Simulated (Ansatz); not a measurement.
trifluoromethane (CHF3), singlet, at a GFN2-xTB geometry; BLYP/6-31G** in Ansatz (an electronic-structure program).

Here is a job for Ansatz.
Ansatz 0.2 input:
```yaml
crystal:
  periodic: [false, false, false]
  atoms:
    - {symbol: C, position_ang: [0.00184574, 0.00147866, 0.33702587]}
    - {symbol: H, position_ang: [0.00789083, 0.00632154, 1.44084271]}
    - {symbol: F, position_ang: [0.02727377, 1.24268325, -0.13386700]}
    - {symbol: F, position_ang: [1.06198689, -0.64643979, -0.13124532]}
    - {symbol: F, position_ang: [-1.09136790, -0.59793163, -0.11966522]}
basis:
  gaussian:
    orbitals: 6-31G__.json
hamiltonian:
  xc: blyp
```
The basis file holds 6-31G** in the JSON format of the Basis Set Exchange.

Output, abridged:

```
Functional definition: BLYP
601 factors; their error is unknown
mean field evaluation 1: about -9200.6451 eV, gradient 3.7e1 eV
mean field evaluation 2: about -9197.9774 eV, gradient 5.8e1 eV
mean field evaluation 4: about -9202.4636 eV, gradient 1.1e0 eV
mean field evaluation 8: about -9202.4184 eV, gradient 2.0e-1 eV
mean field evaluation 16: about -9202.4184 eV, gradient 1.9e-5 eV
mean field -9202.41843588 eV, -338.1826398953 hartree, gradient 1.9e-5 eV, S^2 0.000000; 0 other end points of the search recorded, 0 dependent functions left out
reference -9202.41857585 eV, -338.1826450392 hartree; 17, 17 occupied and 48, 48 virtual orbitals, 601 factors
Total energy: -9202.41857585 eV, -338.1826450392 hartree
```
